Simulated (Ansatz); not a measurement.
Ansatz results at the PBE0-D4/def2-TZVP geometry: LUMO energy (PBE/def2-TZVPP) -2.27 eV; size of the dipole moment (B3LYP/def2-TZVPP) 1.94 D; HOMO–LUMO gap (ωB97M-V/def2-TZVPP) 9.15 eV.

Each molecule was computed in one conformer, which needn't be the lowest.

Problem. Which molecule gave them?
A. `[CH3][Al]1[BH][SiH2]1`
B. `C1[SiH2]SCS1`
C. `NC[O][InH2]`
D. `OC[SiH2]Br`

Solution. C. The others give `C1[SiH2]SCS1`: -1.10, 1.41, 10.47; `OC[SiH2]Br`: -1.17, 1.39, 11.61; `[CH3][Al]1[BH][SiH2]1`: -1.88, 2.38, 8.55.

B3LYP here is the variant with VWN-RPA as its local correlation; programs differ in this.
